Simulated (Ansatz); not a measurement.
`C=[C](C)[GeH3]` → `C[CH]1[CH2][GeH2]1`  (isomerisation)

Program: Ansatz. Geometries: PBE0-D4/def2-TZVP. ΔE: electronic, gas phase. CCSD(T)/CBS is the MP2 limit (def2-TZVPP, def2-QZVPP) plus CCSD(T) − MP2 in def2-TZVPP, frozen cores. For Ge outer-core shells are correlated without core-valence functions, which leaves a few kJ/mol of doubt a bond. Scalar relativity is left out up to krypton.

```
             species  CCSD(T)/CBS(def2) energy (Eh)
    `C=[C](C)[GeH3]`                    -2195.05367
`C[CH]1[CH2][GeH2]1`                    -2195.03768
```

(1) Work out ΔE.

Largest T1 diagnostic among the species: 0.011.

## Answers

(1) ΔE = (-2195.03768) − (-2195.05367) = 0.01599 Eh = +42.0 kJ/mol.

In def2-TZVPP, CCSD(T) changes the Hartree–Fock value by −34.1 kJ/mol (the triples alone add −2.6 kJ/mol) and MP2 by −46.0 kJ/mol.
